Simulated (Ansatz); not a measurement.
Ansatz (a quantum-chemistry and plane-wave program) input:

Ansatz 0.2 input:
```yaml
crystal:
  periodic: [false, false, false]
  atoms:
    - {symbol: As, position_ang: [0.01441546, 0.01990738, 0.05382047]}
    - {symbol: H, position_ang: [-0.74881584, -1.03350634, -0.75816386]}
    - {symbol: H, position_ang: [-1.19082544, 1.15022297, -0.50923401]}
    - {symbol: H, position_ang: [1.46393108, -0.77366026, -0.50867770]}
basis:
  gaussian:
    orbitals: STO-3G
total_charge: -1
magnetization: {spin_polarized: true, initial_magnetization: 1}
correlation: {method: fci, electrons: outside_noble_gas}
```

Q: Predict the final energy.

A: -2210.74270 Eh (FCI/STO-3G). The basis has 21 functions.
